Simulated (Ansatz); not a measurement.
Ansatz (a first-principles code) input:

Ansatz 0.2 input:
```yaml
crystal:
  periodic: [false, false, false]
  atoms:
    - {symbol: C, position_ang: [-2.57200524, -0.32058763, 0.08779760]}
    - {symbol: Sn, position_ang: [-0.44990932, -0.05607895, 0.01535804]}
    - {symbol: Br, position_ang: [0.58903018, -1.55993633, -1.67205907]}
    - {symbol: Br, position_ang: [0.14712063, 2.28186143, -0.58957898]}
    - {symbol: Br, position_ang: [0.59659730, -0.55580470, 2.21614355]}
    - {symbol: H, position_ang: [-2.77375501, -1.35491913, 0.35530723]}
    - {symbol: H, position_ang: [-2.97077891, 0.35793351, 0.83792735]}
    - {symbol: H, position_ang: [-2.97415268, -0.08975521, -0.89561475]}
basis:
  gaussian:
    orbitals: def2-TZVP
hamiltonian:
  xc: {name: r2SCAN}
relax: {f_tol: 0.003, max_steps: 100}
```

**Question.** Predict the final energy.

**Answer.** -7976.87008 Eh (r2SCAN/def2-TZVP). The basis has 243 functions.
